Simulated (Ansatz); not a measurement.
Cost and result for the atomization energy of `[OH][Ge]([SiH3])([Cl])[Cl]` (9 atoms, 8 bonds).

```xyz
9

O    -1.301   -1.497    0.540
Ge    0.198   -0.770   -0.031
Si    0.003    1.600   -0.082
Cl    1.798   -1.428    1.253
Cl    0.649   -1.591   -1.972
H    -1.270   -2.458    0.576
H     1.300    2.125   -0.569
H    -0.280    2.068    1.295
H    -1.098    1.951   -1.009
```

Total charge 0; spin multiplicity 1. Correlated methods include outer-core shells of Ge, which these sets cover unevenly. Scalar relativity is left out up to krypton. The structure was optimised at the PBE0-D4/def2-TZVP level. It is one conformer, not always the lowest. Program: Ansatz. All runs use 4 threads of an Arm Neoverse V1 on a shared host. Times are those of one run each, without the atoms' runs, and a repeat can differ threefold. Electronic energies, without spin–orbit coupling; frozen cores. CCSD(T)/CBS adds CCSD(T) − MP2 in def2-TZVPP to the MP2 limit, and its time is that of the two runs behind it. T1 = 0.011. With those shells the extrapolation isn't a true limit.

CCSD(T)/CBS is a level of theory with its own doubt, some kJ/mol a heavy atom from the limit and from the frozen cores, so smaller differences don't rank the functionals.

```csv
level,functions,wall time,atomization (kcal/mol),difference from CCSD(T)/CBS,per bond
LDA (SPW92)/def2-TZVPP,261,1.8 s,754.2,90.2,11.3
PBE-D4/def2-TZVPP (with forces),261,3.3 s,664.4,0.4,0.0
BHLYP-D4/def2-TZVPP,261,5.5 s,637.8,-26.2,-3.3
CAM-B3LYP-D4/def2-TZVPP,261,6 s,656.2,-7.8,-1.0
r2SCAN-D4/def2-TZVPP (with forces),261,7 s,664.4,0.4,0.0
B2PLYP/def2-TZVPP,261,8 s,647.9,-16.1,-2.0
PBE-QIDH/def2-TZVPP,261,8 s,655.0,-9.0,-1.1
r2SCANh-D4/def2-TZVPP,261,9 s,659.3,-4.7,-0.6
CCSD(T)/def2-SVP,120,9.5 s,605.6,-58.4,-7.3
ωB97M-V/def2-TZVPP (with forces),261,18 s,660.4,-3.6,-0.5
MP2/def2-QZVPP,476,29 s,668.9,4.9,0.6
CCSD(T)/def2-TZVPP,261,5.1 min,645.3,-18.7,-2.3
CCSD(T)/CBS(def2),–,5.6 min,664.0,0.0,0.0
```

From BLYP to BHLYP (50 % exact exchange), in def2-TZVPP and without D4, the atomization energy moves by −8.3 kcal/mol: exact exchange takes away binding that semilocal exchange gives to molecules. At CCSD(T), def2-SVP lies −58.4 kcal/mol from the extrapolated value and def2-TZVPP −18.7 kcal/mol: correlation converges slowly with the basis, and small sets miss more of it in the bonded molecule than in its fragments. In def2-TZVPP, CCSD(T) changes the Hartree–Fock value by +171.8 kcal/mol (the triples alone add +11.7 kcal/mol) and MP2 by +184.5 kcal/mol; breaking electron pairs costs correlation energy, which Hartree–Fock lacks.

For some Ge, Se and Sn compounds the MP2-based and the directly extrapolated limit differ by 10 to 25 kJ/mol.
